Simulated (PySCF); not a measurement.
Job file and geometry (Å, from PBE0-D3(BJ)/def2-SVP) of an NMR shielding run on SMILES CC(=S)CCB(F)F, C₄H₇BF₂S, GIAO KT2/pcSseg-1 NMR shielding, non-relativistic, gas phase (PySCF); density fitting, a coarse starting grid and PySCF grid level 2 are the driver's defaults:

```
$ OMP_NUM_THREADS=1 python probes_run.py task.json out

{"job": {"kind": "nmr", "xc": "KT2", "basis": "pcSseg-1", "pop": false}, "charge": 0, "multiplicity": 1}
C     -2.303798     0.725200    -0.319123
C     -0.853015     0.402518    -0.368813
S      0.057018     0.620452    -1.707621
C     -0.203718    -0.134880     0.869508
C      1.119786    -0.812846     0.564581
B      1.948417     0.023341    -0.510553
F      2.386399     1.251922    -0.147909
F      2.741744    -0.621465    -1.387877
H     -2.641794     1.276315    -1.204537
H     -2.874779    -0.216886    -0.243015
H     -2.533529     1.299319     0.593453
H     -0.054299     0.746132     1.526465
H     -0.925543    -0.772413     1.409970
H      1.724112    -0.911774     1.481386
H      0.941967    -1.829901     0.180520
```

Q: Write the output of this run.

A: 
```
coarse grid: 13568 points
cycle   1  E = -788.1278967249  dE =  8.243e-01  |g| = 9.604e-01  |ddm| = 3.585e+00
cycle   2  E = -787.5802577839  dE =  5.476e-01  |g| = 1.976e+00  |ddm| = 2.490e+00
cycle   3  E = -788.2621052357  dE = -6.818e-01  |g| = 3.194e-01  |ddm| = 1.979e+00
cycle   4  E = -788.2820968149  dE = -1.999e-02  |g| = 1.715e-01  |ddm| = 5.204e-01
cycle   5  E = -788.2870294683  dE = -4.933e-03  |g| = 1.132e-01  |ddm| = 3.115e-01
cycle   6  E = -788.2907214007  dE = -3.692e-03  |g| = 1.103e-02  |ddm| = 1.345e-01
cycle   7  E = -788.2907446395  dE = -2.324e-05  |g| = 5.812e-03  |ddm| = 1.514e-02
cycle   8  E = -788.2907506719  dE = -6.032e-06  |g| = 1.355e-03  |ddm| = 5.459e-03
final grid: 128600 points
cycle   9  E = -788.3974923485  dE = -1.089e-04  |g| = 4.686e-02  |ddm| = 5.698e-02
cycle  10  E = -788.3959423744  dE =  1.550e-03  |g| = 9.557e-02  |ddm| = 1.162e-01
cycle  11  E = -788.3977307213  dE = -1.788e-03  |g| = 2.105e-02  |ddm| = 1.064e-01
cycle  12  E = -788.3978620816  dE = -1.314e-04  |g| = 1.867e-03  |ddm| = 2.386e-02
cycle  13  E = -788.3978626276  dE = -5.460e-07  |g| = 5.418e-04  |ddm| = 2.547e-03
cycle  14  E = -788.3978627019  dE = -7.423e-08  |g| = 1.195e-04  |ddm| = 6.633e-04
cycle  15  E = -788.3978627059  dE = -4.050e-09  |g| = 3.245e-05  |ddm| = 2.122e-04
cycle  16  E = -788.3978627061  dE = -1.612e-10  |g| = 1.639e-05  |ddm| = 3.934e-05
converged SCF energy = -788.3978627061

GIAO shielding tensors (ppm)
atom      isotropic    diamagn.    paramagn.     s11        s22        s33       span
  0 C      145.925     248.223    -102.298    122.468    135.939    179.369     56.901
  1 C      -69.976     265.148    -335.124   -222.588   -117.589    130.250    352.839
  2 S     -103.039    1061.563   -1164.602   -676.128   -253.200    620.211   1296.340
  3 C      130.019     252.791    -122.771    111.239    121.217    157.602     46.363
  4 C      162.509     253.831     -91.323    149.955    168.625    168.946     18.991
  5 B       80.460     191.477    -111.017     62.234     83.262     95.885     33.650
  6 F      267.296     472.180    -204.884    168.164    268.265    365.459    197.295
  7 F      263.268     466.001    -202.733    167.530    297.382    324.893    157.363
  8 H       28.080      28.482      -0.402     23.929     27.872     32.440      8.511
  9 H       28.536      28.298       0.238     25.516     27.041     33.050      7.534
 10 H       28.351      28.510      -0.159     24.930     27.765     32.358      7.429
 11 H       28.245      31.334      -3.090     24.457     27.761     32.516      8.059
 12 H       28.067      32.160      -4.093     23.436     28.647     32.119      8.682
 13 H       30.137      29.434       0.703     26.418     27.995     35.998      9.580
 14 H       30.502      31.622      -1.120     26.177     29.058     36.272     10.095
```

Size and cost of the density-fitted run: 178 basis functions, 36 s wall time on 1 thread of an Arm Neoverse V1, shared host; peak memory 0.73 GiB.
